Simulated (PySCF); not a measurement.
Al(H)(Me)(PH2) (CH6AlP), SMILES [AlH]([PH2])[CH3].

Geometry optimised at B3LYP-D3(BJ)/def2-SVP. The values are those of a single conformer.

Calculation: B3LYP-D3(BJ)/def2-SVP run with PySCF 2.14.0.

Frequencies are harmonic and unscaled.

Task: Estimate the vibrational spectrum. (An estimate is asked for; the answer gives what the named calculation found.)

Result: 
| mode | ν (cm⁻¹) | IR (km/mol) | Raman (Å⁴/amu) | depolarisation | moving atoms (share of kinetic energy) |
|---|---|---|---|---|---|
| 1 | 44 | 0.1 | 0.2 | 0.71 | H 93 % |
| 2 | 125 | 7.9 | 1.2 | 0.71 | H 51 %, C 17 %, P 16 %, Al 16 % |
| 3 | 152 | 0.8 | 1.9 | 0.62 | H 66 %, C 15 %, Al 15 % |
| 4 | 362 | 54.8 | 5.7 | 0.58 | H 89 % |
| 5 | 396 | 9.4 | 25.8 | 0.16 | P 41 %, Al 38 %, H 15 % |
| 6 | 486 | 3.4 | 3.4 | 0.62 | H 91 % |
| 7 | 500 | 45.2 | 3.5 | 0.74 | H 96 % |
| 8 | 619 | 15.5 | 14.0 | 0.52 | H 44 %, C 35 %, Al 20 % |
| 9 | 660 | 70.9 | 3.7 | 0.38 | H 74 %, C 14 %, Al 10 % |
| 10 | 691 | 55.3 | 7.0 | 0.32 | H 62 %, Al 22 %, C 15 % |
| 11 | 765 | 232.6 | 4.1 | 0.68 | H 79 %, C 13 %, Al 8 % |
| 12 | 1090 | 28.9 | 31.7 | 0.74 | H 97 % |
| 13 | 1215 | 18.1 | 2.2 | 0.02 | H 80 %, C 20 % |
| 14 | 1423 | 1.1 | 12.3 | 0.74 | H 96 % |
| 15 | 1427 | 1.7 | 8.4 | 0.75 | H 95 % |
| 16 | 1912 | 218.0 | 170.8 | 0.16 | H 97 % |
| 17 | 2371 | 38.9 | 169.8 | 0.14 | H 97 % |
| 18 | 2387 | 53.7 | 130.7 | 0.72 | H 97 % |
| 19 | 3011 | 3.6 | 151.5 | 0.02 | H 97 % |
| 20 | 3086 | 6.6 | 110.9 | 0.75 | H 91 %, C 9 % |
| 21 | 3117 | 6.5 | 84.9 | 0.75 | H 91 %, C 9 % |
